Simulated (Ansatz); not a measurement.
Gas-phase electronic energies from Ansatz, PBE0-D4/def2-TZVP geometries. CCSD(T)/CBS adds triple-zeta CCSD(T) − MP2 to the extrapolated MP2 energy (def2 sets, frozen cores). Functionals use def2-TZVPP. def2 core potentials past Kr. For I, Zn outer-core shells are correlated without core-valence functions, which leaves a few kJ/mol of doubt a bond. Scalar relativity is left out up to krypton. One conformer a species, not always the lowest.

Consider the cleavage of the Si–Zn bond: `[NH2][Zn][SiH2]F` + HI → `F[SiH2]I` + `[NH2][ZnH]`.

```csv
level,ΔE (kJ/mol)
BLYP-D4,-63.4
HF/def2-TZVPP,-77.9
```

**Question.** What does CCSD(T)/CBS give? (Best estimate.)

**Answer.** Computed: -73.1 kJ/mol. The listed levels differ from it by 9.7, -4.8 kJ/mol.

Largest T1 diagnostic among the species: 0.016.

From BLYP to BHLYP (50 % exact exchange), in def2-TZVPP and without D4, ΔE moves by −11.2 kJ/mol. Leaving LDA and LC-ωPBE aside and taking each functional with its dispersion term where it has one, the values, not all of them listed here, spread over 12.2 kJ/mol, from PBE-QIDH to PBE-D4. The D4 term adds −3.3 kJ/mol with B3LYP and −1.5 kJ/mol with PBE0; it sums over pairs of atoms, weighted by their polarisabilities, and B3LYP, whose exchange is more repulsive, gets the larger term.

CCSD(T)/CBS has its own doubt, a few kJ/mol and more with outer-core shells, so smaller differences from it don't rank the levels.

B3LYP here is the variant with VWN-RPA as its local correlation; programs differ in this.
